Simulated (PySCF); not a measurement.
## How methods differ on the excitation energy of Be

Be [He] 2s2 (1S) → Be [He] 2s1 2p1 (3P), as a difference of total energies. Computed with PySCF 2.14 in dyall-av2z (11s7p2d, 42 functions), with the non-relativistic Hamiltonian (point nucleus). Correlated levels: valence: 1s2 frozen; virtual orbitals above 40 to 60 times the deepest correlated orbital energy dropped. The calculations carry no spin-orbit coupling.

Task: Order these methods by the excitation energy they give, lowest first.
A. SCS-MP2 (valence)
B. UHF
C. CCSD (valence)
D. MP2 (valence)

Result: B (13041 cm⁻¹), D (18547 cm⁻¹), A (20129 cm⁻¹), C (22040 cm⁻¹).

Errors of the correlated levels include the incompleteness of this basis and the frozen core.

With two correlated electrons CCSD is exact in that space.

For comparison: 21980 cm⁻¹ (measured; NIST levels, between the centres of gravity of the two terms).
